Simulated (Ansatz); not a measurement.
`CNC[SiH2]Cl` + `[F][AlH][SH]` → `[CH3][Al]([F])[SH]` + `NC[SiH2]Cl`  (formal exchange of groups at a C–N bond)

Program: Ansatz. Geometries: PBE0-D4/def2-TZVP. ΔE: electronic, gas phase. CCSD(T)/CBS adds triple-zeta CCSD(T) − MP2 to the extrapolated MP2 energy (def2 sets, frozen cores). This one scheme is used for every species. DFT in def2-TZVPP. B3LYP here is the variant with VWN-RPA as its local correlation; programs differ in this. One conformer a species, not always the lowest.

```csv
level,ΔE (kJ/mol),difference from CCSD(T)/CBS
r2SCAN-D4,-85.5,-2.6
B3LYP-D4,-79.5,3.4
ωB97X-V,-77.7,5.2
B2PLYP,-83.1,-0.2
PBE,-83.7,-0.8
MP2/def2-TZVPP,-83.3,-0.4
SCS-MP2/def2-TZVPP,-78.8,4.1
SCS-MP2/def2-QZVPP,-80.6,2.3
MP2/CBS(def2),-86.2,-3.3
CCSD/CBS(def2),-82.9,0.0
CCSD(T)/CBS,-82.9,0
```

Largest T1 diagnostic among the species: 0.012.

In def2-TZVPP, CCSD(T) changes the Hartree–Fock value by −4.1 kJ/mol (the triples alone add +0.0 kJ/mol) and MP2 by −7.4 kJ/mol. The D4 term adds +3.9 kJ/mol with B3LYP and +2.3 kJ/mol with PBE0; it sums over pairs of atoms, weighted by their polarisabilities, and B3LYP, whose exchange is more repulsive, gets the larger term.
